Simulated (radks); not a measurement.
Values are calculated unless marked as measured or tabulated.
Mean orbital radii <r> (bohr) of neutral osmium, [Xe] 4f14 5d6 6s2, at several levels of relativity; Dirac values are averaged over j with weights 2j + 1. Spin-unpolarised spherical Kohn-Sham, PBE, point nucleus unless stated (finite: rms radius 5.4126 fm), a radial shooting solver on a logarithmic mesh with Libxc functionals. A level marked "c x" has the speed of light scaled by that factor and shares open shells by 2j + 1; other Dirac levels either fill j = l - 1/2 first or share by 2j + 1.

shell,non-rel.,"scalar-rel., finite nucleus","Dirac, c x 3","Dirac, c x 5","change of magnitude, last against first (%)"
3s,0.2130,0.1939,0.2110,0.2123,-0.34
3p,0.2032,0.1945,0.2022,0.2028,-0.18
3d,0.1779,0.1762,0.1777,0.1778,-0.04
4s,0.4727,0.4319,0.4684,0.4711,-0.33
4p,0.4785,0.4594,0.4763,0.4777,-0.17
4d,0.4914,0.4890,0.4911,0.4913,-0.02
5s,1.106,1.006,1.096,1.103,-0.34
4f,0.5413,0.5565,0.5429,0.5419,+0.10
5p,1.215,1.170,1.210,1.213,-0.15
5d,1.750,1.817,1.756,1.752,+0.14
6s,3.350,2.981,3.312,3.337,-0.40
6p (empty),4.765,4.696,4.756,4.762,-0.07
